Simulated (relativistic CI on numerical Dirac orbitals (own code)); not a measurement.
Ga XI: q coefficients and field-shift factors

Calculated at this level of theory: Dirac-Coulomb-Breit CI, orbitals from a KLI potential per configuration, derivatives by finite differences, unscaled Slater integrals, QED left out (own radial code, finite nucleus).

CI space (outside the closed core [Ne]): 3s²3p⁶3d³, 3s²3p⁵3d⁴, 3s3p⁶3d⁴, 3s²3p⁶3d²4s, 3s²3p⁶3d²4p, 3p⁶3d⁵, 3s²3p⁶3d²4d, 3s²3p⁶3d4s². Levels of other configurations are missing.

With x = (α/α₀)² − 1 an excitation energy changes as ω = ω₀ + qx; K = 2q/ω₀ is the relative enhancement. Terms are leading LS components, so labels can repeat. The field-shift factor is F = δν/δ⟨r²⟩ for the transition from the lowest level.

Lowest level 3s²3p⁶3d³ ⁴F3/2.

| Level | ω₀ (cm⁻¹) | q (cm⁻¹) | K | F (GHz/fm²) |
| --- | --- | --- | --- | --- |
| 3s²3p⁶3d³ ⁴F5/2 | 1990 | 2204 | 2.21 | 0.00986 |
| 3s²3p⁶3d³ ⁴F7/2 | 4496 | 4724 | 2.1 | 0.0214 |
| 3s²3p⁶3d³ ⁴F9/2 | 7342 | 7278 | 1.98 | 0.0332 |
| 3s²3p⁶3d³ ⁴P1/2 | 33380 | 2272 | 0.136 | 0.0132 |
| 3s²3p⁶3d³ ⁴P3/2 | 33680 | 1754 | 0.104 | 0.0124 |
| 3s²3p⁶3d³ ²G7/2 | 36511 | 3235 | 0.177 | 0.0404 |
| 3s²3p⁶3d³ ⁴P5/2 | 36654 | 5759 | 0.314 | 0.0282 |
| 3s²3p⁶3d³ ²G9/2 | 38566 | 4394 | 0.228 | 0.0485 |
| 3s²3p⁶3d³ ²D3/2 | 46610 | 2324 | 0.0997 | 0.0311 |
| 3s²3p⁶3d³ ²P1/2 | 48407 | 4540 | 0.188 | 0.0506 |
| 3s²3p⁶3d³ ²H9/2 | 50515 | 5799 | 0.23 | 0.0805 |
| 3s²3p⁶3d³ ²H11/2 | 51583 | 5594 | 0.217 | 0.083 |
| 3s²3p⁶3d³ ²D5/2 | 52976 | 6648 | 0.251 | 0.0434 |
| 3s²3p⁶3d³ ²P3/2 | 54887 | 9910 | 0.361 | 0.0687 |
| 3s²3p⁶3d³ ²F7/2 | 80763 | 4426 | 0.11 | 0.0715 |
| 3s²3p⁶3d³ ²F5/2 | 81959 | 5290 | 0.129 | 0.0752 |
| 3s²3p⁶3d³ ²D5/2 | 126539 | 5097 | 0.0806 | 0.133 |
| 3s²3p⁶3d³ ²D3/2 | 127577 | 5826 | 0.0913 | 0.134 |
| 3s²3p⁵3d⁴ ⁶D°9/2 | 559379 | 15640 | 0.0559 | 0.705 |
| 3s²3p⁵3d⁴ ⁶D°7/2 | 559788 | 15020 | 0.0537 | 0.692 |
| 3s²3p⁵3d⁴ ⁶D°5/2 | 561163 | 16080 | 0.0573 | 0.676 |
| 3s²3p⁵3d⁴ ⁶D°3/2 | 562981 | 18310 | 0.0651 | 0.659 |
| 3s²3p⁵3d⁴ ⁶D°1/2 | 564583 | 20780 | 0.0736 | 0.645 |

At this charge energies of transitions that change n are usually good to better than 1 %, and those within a shell (Δn = 0) to a few per cent. Terms inside the open d or f shell come out 10 to 20 % too wide with unscaled integrals.
